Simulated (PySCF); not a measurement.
C2H8BNO2, SMILES COCB(O)N.

The structure is a stationary point at B3LYP-D3(BJ)/def2-SVP. This is a generated structure with no PubChem entry under its InChIKey; it may be hypothetical. The values are those of a single conformer.

Computed with PBE/def2-TZVP in PySCF.

The molecule is in vacuum.

| Quantity | Result |
|---|---|
| total energy | -310.91186 hartree |
| point group | Cs |
| highest occupied level | -5.81 eV |
| lowest empty level | 0.05 eV |
| orbital gap | 5.86 eV |
| dipole moment | 1.22 D |
| quadrupole, principal values (traceless, Buckingham form, about the centre of nuclear charge) | -4.83, -2.75, 7.58 D·Å |
| mean static polarisability | 58.0 bohr³ (8.60 Å³) |
| polarisability, principal values | 46.8, 60.8, 66.4 bohr³ |
